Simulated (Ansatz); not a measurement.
System: MnCl$_{2}$, charge 0, multiplicity 6. The spin state was set by rule; other spins were not relaxed. 
Geometry from a B3LYP-D3(BJ)/def2-TZVP (Ansatz, a first-principles code) optimisation:
```
Mn
Cl 1 2.1895
Cl 1 2.1895 2 180.00
```
Charge 0, spin multiplicity 6.

Basis-set convergence of Hartree-Fock and MP2 correlation energies (hartree) with Ansatz. Cores are frozen in the correlated levels unless marked. UHF or UKS for open shells. Spin-orbit coupling is left out. Frozen are the shells of the preceding noble gas and the d and f shells that filled before the atom's block. Non-relativistic.

```
basis       functions        E(HF)  E(corr, MP2)
----------  ---------  -----------  ------------
def2-SVP           67  -2068.55807      -0.33976
def2-TZVPP        148   (withheld)    (withheld)
```

Complete the blanks.


- def2-TZVPP, E(HF): -2069.03199
- def2-TZVPP, E(corr, MP2): -0.50510
